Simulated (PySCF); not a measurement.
C₃H₃NO₃S, SMILES N#C/C=C/S(=O)(=O)O. Geometry optimised at PBE0-D3(BJ)/def2-SVP. Other conformers were not sampled.

All values below come from PBE0-D3(BJ)/def2-SVP (PySCF).

Harmonic wavenumbers (cm⁻¹): 84, 125, 137, 211, 251, 318, 342, 430, 467, 511, 542, 590, 823, 849, 868, 975, 1035, 1113, 1180, 1220, 1285, 1433, 1714, 2398, 3194, 3239, 3812. Rotational constants (GHz): 4.599, 0.8760, 0.8619; symmetry number 1.

Problem. Work out the zero-point energy and the ideal-gas rigid-rotor harmonic-oscillator thermochemistry at 298.15 K and 1 atm.

Solution. ZPE = ½ Σ hcν = ½ × 29148 cm⁻¹ = 41.67 kcal/mol. H − E(el) = 47.41 kcal/mol. Entropy in cal/(mol K): translation 40.57, rotation 28.92, vibration 20.10, total 89.58. G − E(el) = 20.70 kcal/mol. Cp = 30.18 cal/(mol K). Modes under 150 cm⁻¹ make the vibrational entropy uncertain.
